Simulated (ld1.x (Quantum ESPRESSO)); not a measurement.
**germanium (Ge) TM: all-electron and pseudo phase curves**

Ge, norm-conserving Troullier–Martins (Kleinman–Bylander form), made with ld1.x (Quantum ESPRESSO) 7.5 (LDA (PZ), scalar-relativistic). Core [Ar] 3d10, reference 4s2 4p0 (charge +2). Waves: 4s (bound): rc 1.50 bohr; 4p (bound, empty): rc 1.80 bohr; 4d channel at -0.15 Ry: rc 1.95 bohr. Local part: the d channel. Core correction: Bessel-smoothed model core inside 1.10 bohr.

The phase is arctan(r·u′/u) with u = r·R(r), unwrapped; energies in Ry, scanned from -4 to 5 Ry. A pole is an energy at which the radial function vanishes at the test radius. The pseudo phase is shifted by a multiple of π to meet the all-electron one at the reference energy, and phase errors are pseudo minus all-electron; the curves can meet again beyond the range given. Levels narrower than the energy grid can be missing from the lists of poles.

| channel | radius (bohr) | reference energy (Ry) | poles, all-electron | poles, pseudo | unbroken range about the reference energy with phases within 0.05 rad | phase error 1 Ry above the reference energy (rad) |
| --- | --- | --- | --- | --- | --- | --- |
| s | 2.15 | -2.18 | -0.17 | -0.04 | below 2.3 | +0.006 |
| p | 2.15 | -1.48 | 1.25 | 1.58 | below 2.8 | +0.010 |
| d | 2.15 | -0.15 | -3.58, 3.71 | 2.65 | -2.9 to 0.6 | -0.061 |

Note: ghost state, extra bound levels that the all-electron valence spectrum of the same l lacks: p at -461.3 eV. A true bound ghost makes a file unfit for plane-wave use.

Phases in the d channel:

| E (Ry) | all-electron | pseudo |
| --- | --- | --- |
| -4.00 | 1.207 | -1.833 |
| -3.52 | -1.659 | -1.853 |
| -3.04 | -1.822 | -1.878 |
| -2.56 | -1.876 | -1.911 |
| -2.08 | -1.929 | -1.955 |
| -1.60 | -1.998 | -2.018 |
| -1.12 | -2.102 | -2.116 |
| -0.64 | -2.281 | -2.288 |
| -0.16 | -2.639 | -2.639 |
| 0.32 | -3.309 | -3.332 |
| 0.80 | -3.953 | -4.012 |
| 1.28 | -4.285 | -4.356 |
| 1.76 | -4.454 | -4.531 |
| 2.24 | -4.554 | -4.641 |
| 2.72 | -4.621 | -4.723 |
| 3.20 | -4.670 | -4.797 |
| 3.68 | -4.710 | -4.879 |
| 4.16 | -4.745 | -4.989 |
| 4.64 | -4.777 | -5.180 |
